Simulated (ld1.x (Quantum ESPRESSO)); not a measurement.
## Transferability test, TM semilocal potential for O (Z = 8)

O, norm-conserving Troullier–Martins (semilocal form), made with ld1.x (Quantum ESPRESSO) 7.5 (PBE, scalar-relativistic). Core [He], reference 2s1.5 2p4.5. Waves: 2s (bound): rc 0.95 bohr; 2p (bound): rc 1.35 bohr. Local part: the p channel. Core correction: none.

Energies are relative to the spin-unpolarised reference configuration 2s1.5 2p4.5; without spin polarisation the order of configurations can differ from experiment. The frozen-core shift is the all-electron ΔE with the core orbitals held at their reference shape minus the fully relaxed ΔE.

```tsv
valence configuration	charge	ΔE all-electron (eV)	error AE − PS (meV)	frozen-core shift (meV)
2s2 2p3	+1	8.960	+26	+0.1
2s2 2p2	+2	42.547	+143	+1.0
2s0 2p6	0	22.466	+24	+0.9
2s2 2p4.3	-0.3	-9.593	+0.3	+0.1
2s1 2p4	+1	24.189	-24	+0.2
```

Problem. What are ΔE and the potential's error for 2s2 2p0?

Solution. ΔE = 173.320 eV all-electron; the error (AE − PS) is +1932 meV.

Problem. What are ΔE and the potential's error for 2s2 2p4?

Solution. ΔE = -7.470 eV all-electron; the error (AE − PS) is +3.6 meV.

Levels in the configuration 2s2 2p4:

```tsv
level	all-electron (eV)	pseudo (eV)
2s	-23.962	-23.964
2p	-9.031	-9.018
```
